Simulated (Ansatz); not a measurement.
Input file for Ansatz (a first-principles code): R-r2SCAN/def2-TZVPP on H5NSiSn (SMILES [NH2][Sn][SiH3]), a point of a torsion scan. Elements past Kr take the def2 small-core potentials; no spin–orbit coupling.

Ansatz 0.2 input:
```yaml
crystal:
  periodic: [false, false, false]
  atoms:
    - {symbol: N, position_ang: [1.96511414, -0.07364993, -0.04592344]}
    - {symbol: Sn, position_ang: [0.56940886, 0.34798182, 1.47359846]}
    - {symbol: Si, position_ang: [0.85962447, -1.91237759, 2.80507851]}
    - {symbol: H, position_ang: [2.92757546, 0.20634251, 0.09228265]}
    - {symbol: H, position_ang: [2.02889076, -1.04657421, -0.32987121]}
    - {symbol: H, position_ang: [0.73887487, -3.15000819, 2.00666205]}
    - {symbol: H, position_ang: [2.20594622, -2.04179430, 3.40489157]}
    - {symbol: H, position_ang: [-0.02455590, -2.18008084, 3.95535197]}
basis:
  gaussian:
    orbitals: def2-TZVPP
hamiltonian:
  xc: {name: r2SCAN}
scf: {lower_state_search: off}
```

It printed:

```
WARN ansatz: RAYON_NUM_THREADS=1 ignored (pool sized by the plan → 1); use --threads N
Functional definition: r2SCAN
these checks for a lower state are left out or cut short: stability, starts, cluster_reference, orbital_swaps, neighbouring_geometries, increment
integrals: 0.11 GiB planned
1126 factors; their error is unknown
mean field: 0.73 GiB planned
mean field evaluation 1: about -15270.8436 eV, gradient 7.2e1 eV
mean field evaluation 2: about -15197.3692 eV, gradient 1.5e2 eV
mean field evaluation 4: about -15281.1927 eV, gradient 1.4e1 eV
mean field evaluation 8: about -15281.6614 eV, gradient 1.2e-1 eV
mean field evaluation 16: about -15281.6379 eV, gradient 2.8e-4 eV
mean field -15281.63791620 eV, -561.5898351543 hartree, gradient 5.4e-6 eV, S^2 0.000000; 0 other end points of the search recorded, 0 dependent functions left out
reference -15281.63793040 eV, -561.5898356760 hartree; 24, 24 occupied and 169, 169 virtual orbitals, 1126 factors
Total energy: -15281.63793040 eV, -561.5898356760 hartree
Checks for a lower state left out: stability, starts, cluster_reference, orbital_swaps, neighbouring_geometries, increment
```

The run converged.

Cost: roughly 3 core-seconds.
